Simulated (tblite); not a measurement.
A tight-binding relaxation on `CC[C@H]1OC[O][GeH2][O]1`.

Computed with GFN2-xTB geometry optimisation, gas phase (tblite 0.8.0). Start geometry: from a force field or distance geometry. The command runs a driver script over a list of jobs; the input below is this job's line of settings and its coordinates in Å.

Command:
```bash
OMP_NUM_THREADS=1 python probes_run.py task.json out
```

Input:
```
{"job": {"kind": "relax", "xc": "GFN2-xTB", "basis": "xTB"}, "charge": 0, "multiplicity": 1}
C      2.534200    -0.459500    -0.211500
C      1.579400     0.442800     0.584400
C      0.144100     0.324100     0.113600
O     -0.323400    -0.990100     0.333600
C     -1.485500    -1.262100    -0.419500
O     -2.636800    -0.700000     0.160000
Ge    -2.339600     1.068800     0.290800
O     -0.632500     1.263900     0.835700
H      2.499500    -0.185300    -1.285400
H      3.560900    -0.328400     0.162200
H      2.238500    -1.525900    -0.097500
H      1.638100     0.154000     1.670200
H      1.919600     1.493600     0.505000
H      0.144800     0.594200    -0.978400
H     -1.628800    -2.351600    -0.450800
H     -1.386700    -0.949600    -1.482100
H     -3.297900     1.686100     1.347400
H     -2.536700     1.731300    -1.089100
```

Output:
```
step      E/eV     max force
  0    -757.19527    1.482
  1    -757.32669    0.881
  2    -757.40052    0.534
  3    -757.41938    0.433
  4    -757.44590    0.291
  5    -757.45320    0.241
  6    -757.46088    0.196
  7    -757.46540    0.162
  8    -757.47005    0.137
  9    -757.47341    0.137
... (89 lines left out)
 99    -757.65853    0.017
100    -757.65858    0.015
101    -757.65863    0.013
102    -757.65866    0.011
103    -757.65868    0.012
104    -757.65870    0.012
105    -757.65874    0.012
106    -757.65877    0.014
107    -757.65881    0.013
108    -757.65884    0.010
```

«max force» is the largest atomic force in eV/Å.

From which step on does the largest force stay under 0.1 eV/Å, and how much energy is left to gain from there?

From step 78 (0.082 eV/Å), 10.1 meV above the end.

In short: energy lowered by 10.7 kcal/mol over 108 steps; largest atomic force 0.010 eV/Å at the end.

Where do the atoms end?

0.651 Å rms from the input after alignment:
```
atom  x, y, z in Å
C1     2.5231   -0.4903    0.1158
C2     1.4710    0.5616    0.4361
C3     0.1851    0.3356   -0.3544
O4    -0.4036   -0.8507    0.1194
C5    -1.5359   -1.2422   -0.5928
O6    -2.6492   -0.4357   -0.3391
Ge7   -2.2607    1.0932    0.4768
O8    -0.6702    1.4385   -0.2081
H9     2.8190   -0.4301   -0.9292
H10    3.4046   -0.3396    0.7330
H11    2.1254   -1.4831    0.3091
H12    1.2090    0.5302    1.4948
H13    1.8323    1.5627    0.1984
H14    0.4109    0.2268   -1.4302
H15   -1.7640   -2.2623   -0.2618
H16   -1.3262   -1.2461   -1.6746
H17   -2.2015    0.9095    1.9718
H18   -3.1779    2.1284   -0.0767
```

Estimate the wall time. Hardware: one thread, Arm Neoverse N1 (aarch64), shared host with 64 logical CPUs at a one-minute load of 54.

About 1.2 s.
Labels such as C1 count atoms from 1, the log's own numbers from 0.
